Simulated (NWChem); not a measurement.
Molecule: C3H3BF2; SMILES C1B(C(F)=C1)F

```xyz
9

F     -1.1641     1.7003     0.0062
B     -0.2223     0.7841    -0.0084
C      1.3775     0.8181    -0.0081
C      1.1923    -0.6984     0.0126
C     -0.1579    -0.7629    -0.0048
F     -0.9538    -1.8138    -0.0023
H      1.8769     1.2117    -0.9091
H      1.8759     1.2394     0.8810
H      1.9489    -1.4918     0.0375
```
Atoms are numbered in this order, from 1.

Program: NWChem. All runs use the structure optimised with PBE0/def2-SVP.

Question: What does the run give for PBE/def2-TZVP? Quantities: highest occupied level (eV); orbital gap (eV); dipole (D).

Answer: highest occupied level (eV): -6.60
orbital gap (eV): 4.22
dipole (D): 1.70
